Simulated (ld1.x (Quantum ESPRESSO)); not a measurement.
**cobalt (Co), PAW: configuration errors across variants**

ld1.x (Quantum ESPRESSO) 7.5 input, shortened:

```
&input
   title='Co', zed=27., rel=1, dft='PBESOL', iswitch=3,
   config='[Ar] 3d7 4s1.5 4p0.5'
 /
 &inputp
   pseudotype=3, lpaw=.true., tm=.true., lloc=-1, rcloc=1.90,
   nlcc=.false.,
   which_augfun='PSQ', rmatch_augfun_nc=.true.
 /
6
4S  1  0   1.50   0.00  2.30  2.50  0.0
4S  1  0   0.00   0.05  2.30  2.50  0.0
4P  2  1   0.50   0.00  2.60  3.50  0.0
4P  2  1   0.00   0.30  2.60  3.50  0.0
3D  3  2   7.00   0.00  1.40  1.90  0.0
3D  3  2   0.00   2.40  1.40  1.90  0.0
 &test
   configts(1)='3d7 4s1.5 4p0.5'
 /
```

All-electron excitation energies from the reference (eV): (1) 3d7 4s2 4p0 -2.156; (2) 3d7 4s1 4p0 6.889; (3) 3d7 4s0 4p0 23.586; (4) 3d5 4s0 4p0 114.737; (5) 3d7 4s0 4p2 6.859; (6) 3d7.5 4s1.5 4p0 -3.121; (7) 3d7 4s1.5 4p0 1.456.

Tests that are not counted but printed errors over 1 eV. “waves 3d (bound): rcut 1.40, rcutus 2.66 bohr; 3d channel at 2.4 Ry: rcut 1.40, rcutus 2.66 bohr”: 3d5 4s0 4p0 (solver errors, printed error -572 eV).

2 further variants failed, have other tests or too few solved ones, and are left out.

Errors AE − PS in meV (a dash: test not solved or not reliable):

```tsv
change	(1)	(2)	(3)	(4)	(5)	(6)	(7)	bound ghosts
base	-0.1	-2.3	-10	-1530	-3.3	-18	-0.3	none
waves 4p (bound): rcut 2.60, rcutus 4.48 bohr; 4p channel at 0.3 Ry: rcut 2.60, rcutus 4.48 bohr	-0.1	-2.3	-10	-1530	-2.5	-18	-0.3	none
wave 3d channel at 2.4 Ry: rcut 1.40, rcutus 1.90 bohr becomes 3d channel at 6.27 Ry: rcut 1.40, rcutus 1.90 bohr	+0.1	-1.3	+5.3	-1147	-0.8	-14	-0.2	none
local potential all-electron potential smoothed inside 1.65 bohr (lloc = -1)	-0.1	-2.7	-14	-1556	-3.6	-17	-0.3	none
all radii but the core radius scaled by about 0.87 (s 2.18, p 3.04, d 1.66 bohr, rcut 2.00/2.26/1.22); local potential all-electron potential smoothed inside 1.66 bohr (lloc = -1)	+0.1	-1.3	+2.3	-1507	-1.5	-19	-0.2	none
waves 4s (bound): rcut 2.30, rcutus 2.86 bohr; 4s channel at 0.05 Ry: rcut 2.30, rcutus 2.86 bohr	-0.1	-2.2	-10	-1530	-3.4	-15	-0.2	none
waves 3d (bound): rcut 1.40, rcutus 2.66 bohr; 3d channel at 2.4 Ry: rcut 1.40, rcutus 2.66 bohr	-0.3	-3.6	-24	–	-4.8	-17	-0.3	none
```

Problem. Give the same row for: type ultrasoft; local potential all-electron potential smoothed inside 2.30 bohr (lloc = -1); core correction none; augmentation built from norm-conserving waves at rcut, not smoothed further.

Solution. +0.2, -3.1, +11, -4510, +0.4, –, -0.7; bound ghosts: not determined.
